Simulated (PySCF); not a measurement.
1-fluoro-3-methylidenecyclobutane (C₅H₇F), SMILES C1C(F)CC1=C.

The structure is a stationary point at B3LYP-D3(BJ)/def2-SVP.

Computed with SMD-B3LYP/6-31G* (PySCF).

Solvation free energies are E(SMD) − E(gas) at the gas-phase geometry, for 1 M in both phases. In vacuum the dipole moment is 1.18 D.

Computed solvation free energies in water, cyclohexanone, chloroform:
```tsv
solvent	ΔG(solv) (kcal/mol)	its non-electrostatic (CDS) part	dipole (D)
water	0.0	3.7	1.32
cyclohexanone	-3.7	-0.3	1.31
chloroform	-4.6	-1.9	1.28
```
